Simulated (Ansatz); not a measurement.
`BBC` + `C[SiH3]` → `BBC[SiH3]` + CH₄  (formal exchange of groups at a B–C bond)

Calculated with Ansatz (gas phase, PBE0-D4/def2-TZVP geometries, no zero-point term in ΔE). CBS: MP2 limit from def2 TZ/QZ plus the TZ coupled-cluster correction, frozen cores. This one scheme is used for every species. DFT in def2-TZVPP. Each species was taken in one conformer, which may not be the lowest.

```tsv
level	ΔE (eV)
r2SCANh-D4	-0.20
PBE	-0.18
CCSD/def2-TZVPP	-0.19
CCSD(T)/def2-TZVPP	-0.21
```

What does CCSD(T)/CBS give? (Estimate.)

The calculation gave: -0.21 eV. The listed levels differ from it by 0.01, 0.03, 0.02, 0.00 eV.

Largest T1 diagnostic among the species: 0.012.

In def2-TZVPP, CCSD(T) changes the Hartree–Fock value by −0.11 eV (the triples alone add −0.02 eV) and MP2 by −0.13 eV. Leaving LDA and LC-ωPBE aside and taking each functional with its dispersion term where it has one, the values, not all of them listed here, spread over 0.05 eV, from revPBE-D4 to B2PLYP. The D4 term adds −0.06 eV with B3LYP and −0.03 eV with PBE0; it sums over pairs of atoms, weighted by their polarisabilities, and B3LYP, whose exchange is more repulsive, gets the larger term.

B3LYP here is the variant with VWN-RPA as its local correlation; programs differ in this.
